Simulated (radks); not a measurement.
Initial-state core-level shifts of the technetium ion Tc2+ when its valence configuration changes from [Kr] 4d5. Calculated with a radial shooting solver on a logarithmic mesh with Libxc functionals: scalar-relativistic Kohn-Sham, PBE, spin-polarised, spherical densities, finite nucleus; open shells are filled with parallel spins first (spin-orbit coupling, left out, can overturn this in heavy ions); Fermi nuclear charge, rms radius 4.4112 fm. Shifts are changes of the shell-averaged eigenvalues in eV (positive: less bound); the change of the density at the nucleus, which sets a Mossbauer isomer shift, is in e/bohr^3, on a base of 1.023e+05.

4d3 5p2: 1s -11.931; 2s -12.593; 3s -12.266; 3d -12.332; density at nucleus +7.13
4d3 5s2: 1s -9.770; 2s -10.426; 3s -10.076; 3d -10.144; density at nucleus +53.14
4d4 5p1: 1s -5.832; 2s -6.133; 3s -6.000; 3d -6.028; density at nucleus +3.16
4d2 5s2 5p1: 1s -16.272; 2s -17.339; 3s -16.728; 3d -16.840; density at nucleus +62.96
4d4.5 5s0.5: 1s -2.281; 2s -2.435; 3s -2.366; 3d -2.381; density at nucleus +12.36
4d3 5s1 5p1: 1s -10.789; 2s -11.463; 3s -11.121; 3d -11.189; density at nucleus +31.67
4d2 5p3: 1s -18.264; 2s -19.347; 3s -18.761; 3d -18.871; density at nucleus +11.92
4d4 5s1: 1s -4.651; 2s -4.971; 3s -4.820; 3d -4.851; density at nucleus +25.79
4d3.5 5s1.5: 1s -7.178; 2s -7.658; 3s -7.414; 3d -7.463; density at nucleus +38.81
